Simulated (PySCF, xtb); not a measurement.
BrCl, SMILES ClBr.

Coordinates come from a PBE0-D3(BJ)/def2-TZVP optimisation.

Method: PySCF 2.14.0 with IEF-PCM-ωB97X/def2-TZVPD.

The values are the electrostatic part of the solvation free energy, E(continuum) − E(gas) at the gas-phase geometry, in a cavity of scaled van der Waals radii (PySCF's table); cavitation and dispersion terms are not included. In vacuum the orbital gap is 9.61 eV. The dipole moment in vacuum is 0.51 D.

Computed values in water (ε = 78.36), cyclohexanone (ε = 15.62), tetrahydrofuran (ε = 7.43):
```tsv
solvent	ε	ΔG(elec) (kcal/mol)	dipole (D)	gap (eV)
water	78.36	-1.0	0.72	9.70
cyclohexanone	15.62	-0.9	0.70	9.70
tetrahydrofuran	7.43	-0.8	0.68	9.69
```

For comparison, GFN2-xTB/ALPB(water) (xtb, at the GFN2-xTB geometry, all terms of that model) gives 0.3 kcal/mol.
